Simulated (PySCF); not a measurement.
tetramethyldisiloxane (C$_{4}$H$_{14}$OSi$_{2}$), singlet, at a GFN2-xTB geometry. Base run: B3LYP/STO-3G in PySCF.

PySCF was given this input:
```python
from pyscf import gto, scf, dft

mol = gto.M(
    atom='''
C     2.14826997    1.52943537   -0.10758701
Si    1.58082494   -0.18921036    0.47245724
C     2.01649329   -1.50343559   -0.82952383
O    -0.02872759   -0.17727054    0.71428946
Si   -1.61450018   -0.01065102    0.38770279
C    -1.95386376    1.75320210   -0.23352731
C    -2.12810445   -1.28373109   -0.92666850
H     1.72969906    1.78398720   -1.07791043
H     1.83594866    2.29838139    0.59283650
H     3.22918319    1.58251928   -0.19307086
H     2.11496008   -0.52735406    1.79602854
H     1.62843803   -2.47673624   -0.54405342
H     3.09097631   -1.60079226   -0.95014233
H     1.59810617   -1.25904224   -1.80254028
H    -2.25121731   -0.26947449    1.68349968
H    -1.46174960    1.94591448   -1.18337999
H    -3.01625792    1.92661959   -0.37410023
H    -1.59154046    2.49138318    0.47584618
H    -1.87025598   -2.29116089   -0.61365335
H    -1.63309406   -1.10170594   -1.87711818
H    -3.19869274   -1.25914005   -1.10495798
''',
    basis='sto-3g',
    verbose=4,
)

mf = dft.RKS(mol)
mf.xc = 'b3lyp'
mf.kernel()
```

Each row names what was changed in the base input (with any setting that the change needs).

```csv
change,E (Eh),HOMO (eV),HOMO-LUMO gap (eV),dipole (D),core-seconds (rough),outcome
base,-805.53733,-3.51,10.33,0.50,10,converged
functional = wb97m_v,-,-,-,-,-,cut at the time limit
functional = pbe; dispersion = d3zero,-804.88345,-2.08,7.89,0.52,10,converged
functional = bp86,-805.53397,-2.22,7.91,0.51,9,converged
functional = o3lyp,-805.51234,-2.91,9.38,0.52,9,converged
functional = wb97x,-805.48636,-6.07,15.68,0.53,20,converged
functional = camb3lyp,-805.34709,-5.10,13.58,0.50,20,converged
functional = blyp,-805.28516,-2.05,7.96,0.48,10,converged
functional = b97m_v,-,-,-,-,-,cut at the time limit
functional = pw6b95,-806.33181,-4.01,11.07,0.51,20,converged
functional = m06,-805.20549,-3.69,10.97,0.42,20,converged
functional = m06l,-805.43370,-2.31,8.59,0.41,10,converged
functional = mn15,-802.52891,-4.69,12.64,0.55,10,converged
```

Total energies compare only within one method and basis.
